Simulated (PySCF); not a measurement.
Screening by computed properties: pick the candidate that meets the target.

All species are isolated and taken at one optimised geometry, non-relativistic unless stated. Electronic properties by PySCF.

Dipoles, sizes and rotational constants follow the conformer. The torsions of the flexible species, by atom-mapped SMILES:
- `[CH:1]#[C:2][C@H:3]([CH3:4])[C:5]1=[CH:6][SiH2:7][CH:8]=[CH:9]1`: C2–C3–C5–C6 18°
- `[CH2:1]=[CH:2][C:3]1=[CH:4][SiH2:5][CH:6]=[C:7]1[CH:8]=[CH2:9]`: C1–C2–C3–C4 139°, C6–C7–C8–C9 139°
- `[CH2:1]=[CH:2][Si:3]1([SiH2:4][S:5][CH3:6])[CH2:7][CH2:8]1`: C1–C2–Si3–Si4 -1°, C2–Si3–Si4–S5 2°, Si3–Si4–S5–C6 180°
- `[F:1][Si@H:2]1[CH2:3][C@H:4]([SiH:5]([SiH3:6])[SiH3:7])[CH2:8]1`: C3–C4–Si5–Si6 -173°
- `[CH3:1]/[CH:2]=[CH:3]\[C@@H:4]1[SiH2:5][S:6][C@H:7]1[SiH3:8]`: C2–C3–C4–Si5 -95°
- `[CH3:1][P:2]([CH3:3])[CH2:4][CH2:5][C:6]([F:7])([F:8])[F:9]`: C1–P2–C4–C5 177°, P2–C4–C5–C6 177°, C4–C5–C6–F7 179°

**Question.** Wanted: smallest rotational constant above 0.77 GHz (GFN2-xTB) and HOMO energy above -7 eV (PBE0/pcSseg-1), at GFN2-xTB geometries. Which candidate meets both?
A. `Cn1cccn1`
B. `CS[SiH2][Si]1(CC1)C=C`
C. `C=CC1=C[SiH2]C=C1C=C`
D. `F[Si@H]1C[C@H]([SiH]([SiH3])[SiH3])C1`
E. `C#C[C@H](C)C1=C[SiH2]C=C1`

**Answer.** C. Computed values:
| species | smallest rotational constant | HOMO energy |
| --- | --- | --- |
| F[Si@H]1C[C@H]([SiH]([SiH3])[SiH3])C1 | 0.393 GHz | -7.77 eV |
| CS[SiH2][Si]1(CC1)C=C | 0.536 GHz | -6.54 eV |
| C#C[C@H](C)C1=C[SiH2]C=C1 | 0.732 GHz | -6.65 eV |
| C=CC1=C[SiH2]C=C1C=C | 0.815 GHz | -6.40 eV |
| Cn1cccn1 | 2.719 GHz | -7.09 eV |

**Question.** Wanted: dipole moment between 0.8 D and 2.4 D (PBE0/pcSseg-1) and HOMO–LUMO gap above 6 eV (PBE0/pcSseg-1), at GFN2-xTB geometries. Which candidate meets both?
A. `CP(C)CCC(F)(F)F`
B. `C/C=C\[C@@H]1[SiH2]S[C@H]1[SiH3]`
C. `C1=C(C(C=C)=C[SiH2]1)C=C`
D. `C=C[Si]1([SiH2]SC)CC1`
E. `C#C[C@H](C)C1=C[SiH2]C=C1`

**Answer.** B. Computed values:
| species | dipole moment | HOMO–LUMO gap |
| --- | --- | --- |
| C1=C(C(C=C)=C[SiH2]1)C=C | 0.48 D | 4.71 eV |
| C#C[C@H](C)C1=C[SiH2]C=C1 | 0.65 D | 5.21 eV |
| C=C[Si]1([SiH2]SC)CC1 | 0.95 D | 5.85 eV |
| C/C=C\[C@@H]1[SiH2]S[C@H]1[SiH3] | 2.30 D | 6.06 eV |
| CP(C)CCC(F)(F)F | 2.47 D | 7.88 eV |
